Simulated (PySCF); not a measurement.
Spin-rotation constants: SMILES COC1=CC(F)=C(F)[P@@H]1=O, C5H5F2O2P

Molfile (atoms numbered from 1):
```
C5H5F2O2P
     RDKit          3D

 15 15  0  0  0  0  0  0  0  0999 V2000
    2.1538   -0.7218   -0.9963 C   0  0  0  0  0  0  0  0  0  0  0  0
    1.7076   -0.5057    0.3267 O   0  0  0  0  0  0  0  0  0  0  0  0
    0.4289   -0.1569    0.4394 C   0  0  0  0  0  0  0  0  0  0  0  0
   -0.2350    0.0121    1.6008 C   0  0  0  0  0  0  0  0  0  0  0  0
   -1.6065    0.4428    1.4476 C   0  0  0  0  0  0  0  0  0  0  0  0
   -2.3485    0.6174    2.5408 F   0  0  0  0  0  0  0  0  0  0  0  0
   -2.0423    0.6096    0.1861 C   0  0  0  0  0  0  0  0  0  0  0  0
   -3.2608    1.0118   -0.1861 F   0  0  0  0  0  0  0  0  0  0  0  0
   -0.6762    0.2851   -0.9690 P   0  0  2  0  0  5  0  0  0  0  0  0
   -0.8877   -0.6479   -2.0702 O   0  0  0  0  0  0  0  0  0  0  0  0
    3.2290   -0.8797   -0.9388 H   0  0  0  0  0  0  0  0  0  0  0  0
    1.6695   -1.5988   -1.4339 H   0  0  0  0  0  0  0  0  0  0  0  0
    1.9391    0.1509   -1.6256 H   0  0  0  0  0  0  0  0  0  0  0  0
    0.1756   -0.1710    2.5784 H   0  0  0  0  0  0  0  0  0  0  0  0
   -0.2508    1.5601   -1.3464 H   0  0  0  0  0  0  0  0  0  0  0  0
  1  2  1  0
  2  3  1  0
  3  4  2  0
  4  5  1  0
  5  6  1  0
  5  7  2  0
  7  8  1  0
  7  9  1  0
  9 10  2  0
  9  3  1  0
  1 11  1  0
  1 12  1  0
  1 13  1  0
  4 14  1  0
  9 15  1  6
M  END
```

The calculation used PySCF 2.14.0, GIAO PBE/pcSseg-1 magnetisability, rotational g tensor and spin-rotation constants, non-relativistic, gas phase. Geometry: GFN2-xTB.

Task: Give the nuclear spin-rotation constants along the inertial axes (H = +C I·J) beside the isotropic shieldings.

Result: Rotational constants 1.8817, 0.9146, 0.6367 GHz. A star marks the isotopologue with that one atom substituted, in its own axes.
```csv
atom,isotope,Caa (kHz),Cbb (kHz),Ccc (kHz),mean (kHz),σ (ppm)
F6,19F,2.985,1.264,0.176,1.475,282.1
F8,19F,2.343,0.841,-0.011,1.058,346.1
P9,31P,3.001,1.285,0.994,1.760,343.2
H11,1H,0.049,-0.069,-0.068,-0.029,27.5
H12,1H,-0.165,-0.069,0.010,-0.075,27.1
H13,1H,-0.142,-0.050,-0.017,-0.070,27.5
H14,1H,-0.203,0.091,-0.082,-0.065,26.2
H15,1H,-0.146,-0.062,0.035,-0.058,23.5
C1,13C*,0.388,0.180,0.155,0.241,118.3
O2,17O*,-0.386,-0.180,-0.048,-0.205,201.1
C3,13C*,0.758,0.406,0.146,0.436,25.8
C4,13C*,0.611,0.322,0.107,0.346,76.8
C5,13C*,0.882,0.318,0.167,0.456,24.5
C7,13C*,0.795,0.304,0.160,0.419,41.1
O10,17O*,-0.155,-0.164,-0.057,-0.126,254.1
```
For the geometry as given, no vibrational averaging.
